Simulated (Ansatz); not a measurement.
CH4F2Si2, relaxed with RKS PBE0-D4/def2-TZVP in Ansatz 0.2.0 from a PBE-D4/def2-SVP geometry. The force threshold is 0.005 eV/Å; the program also tests the step.

Total charge 0; spin multiplicity 1. The bonds changed during the relaxation, so this is another structure than the one it started from.

Start:

```xyz
9

F    -1.422   -1.079    1.445
Si   -0.136   -1.571    0.529
F     1.147   -1.339    1.544
C     0.084   -0.246   -0.962
Si    0.076    1.471   -0.319
H     1.046   -0.545   -1.421
H    -0.744   -0.459   -1.664
H    -1.241    1.959    0.216
H     1.190    1.807    0.632
```

| step | energy (eV) | largest force (eV/Å) | largest move (Å) |
| --- | --- | --- | --- |
| 1 | -22282.4533 | 0.970 | 0.000 |
| 2 | -22282.5151 | 0.571 | 0.083 |
| 3 | -22282.5420 | 0.234 | 0.035 |
| 4 | -22282.5481 | 0.133 | 0.025 |
| 5 | -22282.5529 | 0.216 | 0.038 |
| 6 (rejected) | -22282.5487 | 0.184 | 0.036 |
| 7 | -22282.5561 | 0.080 | 0.018 |
| 8 | -22282.5565 | 0.055 | 0.032 |
| 9 | -22282.5570 | 0.015 | 0.008 |
| 10 | -22282.5570 | 0.038 | 0.003 |
| 11 | -22282.5570 | 0.005 | 0.001 |
| 12 (rejected) | -22282.5570 | 0.005 | 0.005 |
| 13 | -22282.5570 | 0.002 | 0.003 |
| 14 | -22282.5571 | 0.006 | 0.005 |
| 15 | -22282.5571 | 0.009 | 0.011 |
| 16 | -22282.5571 | 0.015 | 0.017 |
| 17 | -22282.5571 | 0.024 | 0.012 |
| 18 | -22282.5571 | 0.017 | 0.008 |
| 19 | -22282.5571 | 0.012 | 0.005 |
| 20 | -22282.5571 | 0.005 | 0.003 |
| 21 | -22282.5571 | 0.003 | 0.003 |

End:

```xyz
9

F    -1.427   -1.095    1.334
Si   -0.119   -1.663    0.545
F     1.059   -1.198    1.571
C     0.092   -0.213   -0.991
Si    0.068    1.358   -0.197
H     1.035   -0.525   -1.434
H    -0.759   -0.458   -1.622
H    -1.206    1.944    0.267
H     1.257    1.850    0.527
```

Hardware: 4 threads of a server CPU on a shared host. Wall time 36 s, peak host memory 0.51 GiB.
